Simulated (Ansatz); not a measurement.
## Worked example: C2H6 + Al(SH)3 → C2H6S + AlH(SH)2

Species: C2H6 (ethane) `CC`, singlet; Al(SH)3, singlet; C2H6S (ethanethiol) `CCS`, singlet; AlH(SH)2, singlet. The partners trade H for SH: C–H and Al–SH bonds give way to C–SH and Al–H.

Shapes, held fixed at every level: PBE0-D4/def2-TZVP. Flexible molecules stand in one conformer, not always the lowest. Programs: Ansatz 0.2.0. The zero-point and thermal change to 298 K, harmonic and unscaled (PBE0-D4/def2-TZVP), is -8.7 kJ/mol.

At CCSD(T)/CBS estimate; 1 Eh = 2625.50 kJ/mol:

| species | energy (Eh) |
| --- | --- |
| C2H6 | -79.719537 |
| Al(SH)3 | -1437.285274 |
| C2H6S | -477.490911 |
| AlH(SH)2 | -1039.452999 |

Work out ΔH(298 K) of the reaction at this level.


1. Products less reactants: (-477.490911) + (-1039.452999) − [(-79.719537) + (-1437.285274)] = 0.060901 Eh = +159.9 kJ/mol.
2. With the thermal change: +159.9 + (-8.7) = +151.2 kJ/mol.

Other levels give +142.3 (SPW92/def2-TZVPP) to +155.6 kJ/mol (r2SCAN0-D4/def2-TZVPP). No measured value is set beside it here. The CBS estimate extrapolates MP2 from def2-TZVPP and def2-QZVPP and adds CCSD(T) − MP2 in the triple-zeta set, cores frozen.
